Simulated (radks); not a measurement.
The numbers below are computed, except where a source is named.
Question: Neutral ytterbium, [Xe] 4f14 6s2. Code: a radial shooting solver on a logarithmic mesh with Libxc functionals. Model: non-relativistic Kohn-Sham, exchange-only LDA, spin-polarised, spherical densities, point nucleus. Every spin shell is full or empty, so the densities are truly spherical. Functionals are evaluated on that one density, not self-consistently. Rank these exchange functionals by their error against the exact value of the orbitals, and give that value: LDA, B88, PBEsol, SOGGA, B86b, G96, TPSS, revTPSS, MVS.

Answer: Exact: -275.620 hartree. From best to worst, with 100 (|E| - |E exact|)/|E exact| (equal figures are ties): TPSS -0.12, MVS +0.25, B86b +0.30, B88 +0.36, revTPSS -0.64, G96 +0.74, PBEsol -1.62, SOGGA -1.63, LDA -3.78.
